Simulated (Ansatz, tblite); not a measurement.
Cost and result up the ladder for the cluster Li4N⁺ (5 atoms). The state is a singlet with charge 1. Geometry: B3LYP-D4/def2-TZVP.

```tsv
atom	x (Å)	y (Å)	z (Å)
Li1	0.127	0.904	1.527
Li2	-0.098	1.143	-1.360
Li3	1.433	-1.035	-0.198
Li4	-1.463	-1.012	0.030
N5	0.000	0.000	0.000
```

Ansatz on 4 threads of Arm Neoverse V2 on a shared host; xTB runs through tblite on one thread. Times are rough, summed over both states, and most runs start from the orbitals of an earlier one. CCSD(T)/def2-TZVPP serves as the yardstick here, not as an exact answer. Differences are given only for rows in sets of like size (and for xTB, whose basis is part of the method), since another set adds its own error. The other state is a triplet at its own geometry, which has other bonds, so the gap mixes isomer and spin.

The xTB rows come from tblite. B3LYP takes the VWN-RPA correlation. HSE06 is defined as in plane-wave codes, on full-range PBE exchange. Correlated methods freeze 1 core orbital; core or outer-core shells of Li are correlated, in sets that lack core-valence functions. The structure comes from a short search, and lower isomers may exist.

Correlated methods converge slowly with the basis.

xTB has no spin-polarisation term.

```csv
level,functions,wall time,triplet − singlet (eV),difference from CCSD(T)/def2-TZVPP (eV)
GFN1-xTB,20,0.004 s,2.74,0.34
GFN2-xTB,20,0.006 s,1.94,-0.46
HF/STO-3G,25,0.15 s,1.75,–
MP2/def2-TZVP,87,0.5 s,2.76,0.36
PBE-D4/def2-TZVP,87,1.1 s,2.34,-0.06
BLYP-D4/def2-TZVP,87,1.2 s,2.26,-0.14
HSE06-D4/def2-TZVP,87,1.5 s,2.20,-0.20
B3LYP-D4/def2-TZVP,87,1.6 s,2.23,-0.18
RPA@PBE/def2-TZVP,87,1.8 s,2.04,-0.36
CAM-B3LYP-D4/def2-TZVP,87,2.2 s,2.36,-0.05
PBE0-D4/def2-TZVP,87,2.4 s,2.21,-0.19
r2SCAN-D4/def2-TZVP,87,4.2 s,2.26,-0.14
r2SCAN0-D4/def2-TZVP (with forces),87,4.3 s,2.13,-0.27
CCSD(T)/def2-TZVPP,107,9.6 s,2.40,0.00
```
